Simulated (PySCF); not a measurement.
## Tin: highly charged ions in a basis for the neutral atom

Sn¹⁶⁺ [Ar] 3d10 4s2 4p4, Sn¹⁷⁺ [Ar] 3d10 4s2 4p3. All numbers are calculated (PySCF 2.14, scalar relativity through the core potential, in cc-pVDZ-PP with ECP28MDF (4s3p2d, 23 functions)). No spin-orbit coupling, so a gap to NIST mixes the basis error with missing relativistic terms.

Changed run: basis of the neutral atom used for a highly charged ion. This setting is unsound on purpose.

```tsv
species	method	sound run (hartree)	changed run (hartree)	converged
Sn¹⁶⁺	UHF	not run	-115.75547	yes
Sn¹⁶⁺	r2SCAN	not run	-116.03957	yes
Sn¹⁶⁺	TPSS	not run	-116.04080	yes
Sn¹⁷⁺	UHF	not run	-99.75059	yes
Sn¹⁷⁺	r2SCAN	not run	-99.97952	yes
Sn¹⁷⁺	TPSS	not run	-99.96548	yes
```

Ionisation energy of Sn¹⁶⁺:

```
method  changed run (eV)  NIST (eV)
   UHF            435.51    437 ± 3
r2SCAN            437.02    437 ± 3
  TPSS            437.43    437 ± 3
```

The contracted functions were made for the neutral atom and can be too rigid for a highly charged ion.
